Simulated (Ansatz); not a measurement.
`CC1=CC(C)=[O+][B-](C)(O)O1` and `CC1=CC(C)=[O+][Sn-]([CH3])[O]1` differ in one atom or group.

Ansatz, PBE0-D4/def2-TZVP geometries, multiplicity 1. Each molecule was computed in one conformer, which needn't be the lowest.

Elements past krypton have def2 core potentials.

```
                                          property  `CC1=CC(C)=[O+][B-](C)(O)O1`
  size of the dipole moment (B3LYP/def2-TZVPP) / D                          5.79
           HOMO–LUMO gap (ωB97M-V/def2-TZVPP) / eV                          9.52
                HOMO energy (PBE0/def2-TZVPP) / eV                         -7.15
                 LUMO energy (PBE/def2-TZVPP) / eV                         -2.79
size of the dipole moment (ωB97M-V/def2-TZVPP) / D                          5.80
              HOMO–LUMO gap (PBE0/def2-TZVPP) / eV                          5.24
```

**Question.** What does the change do to each property? (Estimate.)

**Answer.** Computed: 
| property | `CC1=CC(C)=[O+][Sn-]([CH3])[O]1` | shift |
| --- | --- | --- |
| size of the dipole moment (B3LYP/def2-TZVPP) / D | 2.60 | -3.19 |
| HOMO–LUMO gap (ωB97M-V/def2-TZVPP) / eV | 8.42 | -1.10 |
| HOMO energy (PBE0/def2-TZVPP) / eV | -5.81 | 1.34 |
| LUMO energy (PBE/def2-TZVPP) / eV | -2.42 | 0.37 |
| size of the dipole moment (ωB97M-V/def2-TZVPP) / D | 2.65 | -3.15 |
| HOMO–LUMO gap (PBE0/def2-TZVPP) / eV | 4.28 | -0.96 |

With PBE0 the HOMO rises by 1.34 eV and the LUMO rises by 0.38 eV, so the gap narrows by about 0.96 eV. PBE moves the HOMO by 1.14 eV and ωB97M-V by 1.44 eV. Dipoles are sizes alone; their direction can turn.

Positive LUMOs are unbound, so they and the gaps depend on the basis.

B3LYP here is the variant with VWN-RPA as its local correlation; programs differ in this.
